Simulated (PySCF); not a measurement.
## Löwdin shares of the frontier orbitals

ZnBr2(PH3)2 (singlet state).
Z-matrix (Å and degrees, PBE0-D3(BJ)/def2-SVP geometry), rows numbered from 1:
```
Zn
Br  1  2.3015
Br  1  2.3440  2  140.24
P   1  2.5218  2  111.23  3  -122.26
H   4  1.4175  1  117.56  2  -168.47
H   4  1.4170  1  107.68  2    81.98
H   4  1.4212  1  130.29  2   -36.05
P   1  2.5185  2  108.09  3   118.59
H   8  1.4208  1  129.32  2    37.44
H   8  1.4169  1  106.62  2   -78.64
H   8  1.4179  1  119.42  2   171.55
```

Theory: PySCF 2.14.0, density-fitted response routines, TDDFT CAM-B3LYP/def2-SVPD, vertical, gas phase, core orbitals frozen in the response. Relativistic effects, spin–orbit coupling among them, are left out although an element past zinc is present.

Frontier orbitals with the atoms that hold most of them (Löwdin shares over 4%, at most four atoms; ? is withheld):

| orbital | ε (eV) | atoms |
| --- | --- | --- |
| HOMO-3 | -8.81 | Br3 66%, Br2 28% |
| HOMO-2 | -8.70 | Br3 49%, Br2 40%, P4 6% |
| HOMO-1 | -8.69 | Br2 46%, Br3 43%, P8 5% |
| HOMO | -8.61 | Br2 64%, Br3 20%, P8 6% |
| LUMO | ? | ? |
| LUMO+1 | 0.29 | Zn1 19%, Br2 15%, Br3 14%, P4 13% |
| LUMO+2 | 0.79 | P4 26%, P8 18%, Br3 13%, Zn1 8% |

Problem. Give the leading atoms of the LUMO.

Solution. P4 (bonded to Zn and 3 H) 28%; P8 (bonded to Zn and 3 H) 27%; H6 (bonded to P) 10%; H10 (bonded to P) 10%. By element: phosphorus 55%, hydrogen 20% or more.

Problem. What is the LUMO energy, and the HOMO–LUMO gap?

Solution. ε(LUMO) = 0.18 eV; the gap is 8.79 eV (0.3231 hartree).

Problem. The HOMO–LUMO gap is 8.79 eV. Where does the response calculation put the lowest singlet, and from which orbitals?

Solution. S1 is at 6.02 eV (f = 0.056), 2.77 eV below the gap, made of HOMO→LUMO+1 (60%), HOMO→LUMO (10%). Its leading pair isn't HOMO and LUMO; the energies of that pair differ by 8.89 eV. 

Next come S2 at 6.07 eV (f 0.072), HOMO-2/HOMO-1→LUMO+1 (≥58%), HOMO-2/HOMO-1→LUMO (≥17%); S3 at 6.09 eV (f 0.063), HOMO-2/HOMO-1→LUMO+1 (≥38%), HOMO-2/HOMO-1→LUMO (≥15%), HOMO→LUMO (14%); S4 at 6.13 eV (f 0.0049), HOMO-3→LUMO+1 (58%), HOMO-3→LUMO (17%); S5 at 6.31 eV (f 0.038), HOMO→LUMO (55%), HOMO→LUMO+1 (16%).

Orbitals of the list HOMO-3 to LUMO+2 that lie within 0.01 eV of each other are written together with a slash and their weights summed (≥ marks a lower bound); for degenerate orbitals outside that list single weights are arbitrary.

Löwdin shares depend on the basis, the more so with diffuse functions.
